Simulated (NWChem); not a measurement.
Species: SiHF cation, doublet; SMILES of the neutral closed-shell parent F[SiH]

```xyz
3

Si     0.0930     0.5592     0.0000
H     -1.2630     1.2541     0.0000
F     -0.0043    -1.0092     0.0000
```
Atoms are numbered in this order, from 1.

In the optimisation the excess spin sits in a' (Cs, its own frame). Structure relaxed at the PBE0/def2-SVP, spin-unrestricted level. The spin multiplicity was typed, not searched, and may not be the lowest. No stability test was run on the SCF state.

Symmetry labels are those of Cs in the frame above (b1 and b2, or b-type labels, depend on it).

Task: List the 6 lowest vertical excitations from PBE0/aug-cc-pVDZ, spin-unrestricted, TDA (NWChem).

Result: 
```csv
state,energy (eV),oscillator strength,symmetry of the excitation,<S²>
state 1,3.25,0.016,a",0.76
state 2,5.87,0.032,a',0.79
state 3,6.69,0.019,a',0.77
state 4,6.69,0.002,a",0.86
state 5,6.80,0.009,a',0.84
state 6,6.94,0.001,a",2.65
```
